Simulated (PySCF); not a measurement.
Species: 2-propyl-1,3-dioxolane, C6H12O2.
SMILES with atom numbers: `[CH3:1][CH2:2][CH2:3][CH:4]1[O:5][CH2:6][CH2:7][O:8]1` (hydrogens: H9, H10, H11 on C1; H12, H13 on C2; H14, H15 on C3; H16 on C4; H17, H18 on C6; H19, H20 on C7)

Level of theory: PySCF 2.14.0, PBE0-D3(BJ)/def2-SVP geometry optimisation, gas phase.

**Question.** What internal coordinates does the optimisation give?

**Answer.** 
```
                 bond  length (bohr)   order
                C1–C2          2.872  single
                C2–C3          2.874  single
                C3–C4          2.844  single
         C4–O5, C4–O8          2.645  single
         O5–C6, C7–O8          2.655  single
                C6–C7          2.921  single
C1–H9, C1–H10, C1–H11          2.081  single
       C2–H12, C2–H13          2.085  single
       C3–H14, C3–H15          2.083  single
               C4–H16          2.112  single
       C6–H17, C7–H20          2.091  single
       C6–H18, C7–H19          2.079  single
```

Bonds in one row agree within 0.02 bohr and their mean is given. Orders are formal, as drawn. A selection of angles:
```
   angle  degrees
C1–C2–C3    112.9
C2–C3–C4    113.1
C3–C4–O5    110.9
O5–C4–O8    105.5
C4–O5–C6    105.8
O5–C6–C7    104.0
C4–O8–C7    106.7
```

Torsions: C1–C2–C3–C4 180° (antiperiplanar); C2–C3–C4–O5 -179° (antiperiplanar); C3–C4–O5–C6 158° (antiperiplanar); C4–O5–C6–C7 -25° (synperiplanar); O5–C6–C7–O8 4° (synperiplanar); C6–C7–O8–C4 18° (synperiplanar); C3–C4–O8–C7 -155° (antiperiplanar). The mirror-image conformer, all signs reversed, is as good.

O5 (cyclic ether oxygen) is bent (angle 105.8°). The 4 C–C bonds span 1.505 Å (C3–C4, drawn single) to 1.546 Å (C6–C7, drawn single), a spread of 0.041 Å. Of the pairs four or more bonds apart, O8···H12 is among the closest relative to their van der Waals radii: 2.61 Å, 96 % of the sum of Bondi's values. The 5-membered ring C4–O5–C6–C7–O8 has internal angles of 104.0° to 106.7°; it is puckered, 0.15 Å rms from its mean plane, widest ring torsion 38°.

Point group: C1 (no symmetry element, even within 0.4 Å). Whether it is a minimum is left open (no frequencies). One conformer, not necessarily the lowest.

Time: 1.8 min of wall time. Hardware: Arm Neoverse V1, one thread, no GPU, shared host. This is the geometry optimisation.
